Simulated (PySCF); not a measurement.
H8NOPSi2.
SMILES: `N[Si@@]([SiH3])(P)O`

Jobs on this species (13 atoms, 66 electrons) with PySCF (density fitting). Hardware of each: one thread, Arm Neoverse V2 (aarch64), no GPU, on a shared host. The host was shared with other jobs, so the times are rough. Peak memory is the resident size of the whole Python process, interpreter and libraries included.

```csv
level and settings,work,basis functions,SCF cycles,wall time,peak memory
"PBE0-D3(BJ)/def2-SVP, grid level 1",geometry optimisation from a GFN2-xTB start shaken at random,122,?,?,?
"delta-SCF UKS SCAN, pcX-2 on the ionised atom, pcseg-1 elsewhere, non-relativistic","ΔSCF core ionisation, 8 holes",164,?,?,?
"delta-SCF UKS HF, pcX-2 on the ionised atom, pcseg-1 elsewhere, spin-free X2C","ΔSCF core ionisation, 8 holes",164,100,40 s,0.62 GiB
"delta-SCF UKS SCAN, pcX-1 on the ionised atom, pcseg-1 elsewhere, spin-free X2C","ΔSCF core ionisation, 8 holes",144,115,42 s,0.46 GiB
"delta-SCF UKS SCAN, pcX-2 on the ionised atom, pcseg-1 elsewhere, spin-free X2C","ΔSCF core ionisation, 8 holes",164,117,42 s,0.58 GiB
"delta-SCF UKS B3LYP, pcX-2 on the ionised atom, pcseg-1 elsewhere, spin-free X2C","ΔSCF core ionisation, 8 holes",164,107,55 s,0.71 GiB
"delta-SCF UKS SCAN, def2-TZVP on the ionised atom, pcseg-1 elsewhere, spin-free X2C","ΔSCF core ionisation, 8 holes",141,116,50 s,0.49 GiB
"delta-SCF UKS PBE0, pcX-2 on the ionised atom, pcseg-1 elsewhere, spin-free X2C","ΔSCF core ionisation, 8 holes",164,102,52 s,0.64 GiB
"delta-SCF UKS PBE, pcX-2 on the ionised atom, pcseg-1 elsewhere, spin-free X2C","ΔSCF core ionisation, 8 holes",164,119,28 s,0.68 GiB
```

Fill in the missing figures.

- PBE0-D3(BJ)/def2-SVP, grid level 1; geometry optimisation from a GFN2-xTB start shaken at random: 1.9 min, 0.52 GiB, 143 SCF cycles
- delta-SCF UKS SCAN, pcX-2 on the ionised atom, pcseg-1 elsewhere, non-relativistic; ΔSCF core ionisation, 8 holes: 51 s, 0.68 GiB, 116 SCF cycles

What do all jobs in the table cost together?

About 7.9 min; the longest takes about 24 % of that, and about 4.1 times as long as the shortest.
